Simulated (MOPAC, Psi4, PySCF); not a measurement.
Relaxed torsion scan: SMILES CC(C)([SiH2]C(=O)OC)C, singlet. Scanned: dihedral O2–C3–Si5–C6; all other coordinates were relaxed at GFN2-xTB. Points at φ and −φ are mirror images. Heavy atoms are numbered in the order of the SMILES COC(=O)[SiH2]C(C)(C)C, hydrogens after them in the order of the atoms that carry them; the mirror image has the same energies with the sign of each dihedral reversed.

Computed with: RHF/STO-3G = PySCF with restricted Hartree-Fock/STO-3G // GFN2-xTB; PM6, restricted, heats of formation // GFN2-xTB (MOPAC); PBE-D3(BJ)/def2-SVP // GFN2-xTB (Psi4).

Energies relative to the lowest point of each profile, in eV:

```json
[
 {"φ / °": "-150", "RHF/STO-3G": "0.009", "PM6": "0.001"},
 {"φ / °": "-120", "RHF/STO-3G": "0.023", "PM6": "0.011"},
 {"φ / °": "-105", "RHF/STO-3G": "0.026", "PM6": "0.019"},
 {"φ / °": "-75", "RHF/STO-3G": "0.012", "PM6": "0.017"},
 {"φ / °": "-45", "RHF/STO-3G": "0.012", "PM6": "0.008"},
 {"φ / °": "0", "RHF/STO-3G": "0.027", "PM6": "0.000"},
 {"φ / °": "45", "RHF/STO-3G": "0.012", "PM6": "0.008"},
 {"φ / °": "90", "RHF/STO-3G": "0.022", "PM6": "0.022"},
 {"φ / °": "120", "RHF/STO-3G": "0.023", "PM6": "0.011"},
 {"φ / °": "135", "RHF/STO-3G": "0.016", "PM6": "0.004"},
 {"φ / °": "150", "RHF/STO-3G": "0.009", "PM6": "0.001"},
 {"φ / °": "165", "RHF/STO-3G": "0.003", "PM6": "0.000"}
]
```

Q: Estimate the PBE-D3(BJ)/def2-SVP values at these points.

A: -150: 0.012; -120: 0.036; -105: 0.044; -75: 0.051; -45: 0.040; 0: 0.020; 45: 0.040; 90: 0.048; 120: 0.036; 135: 0.024; 150: 0.012; 165: 0.003 (eV).
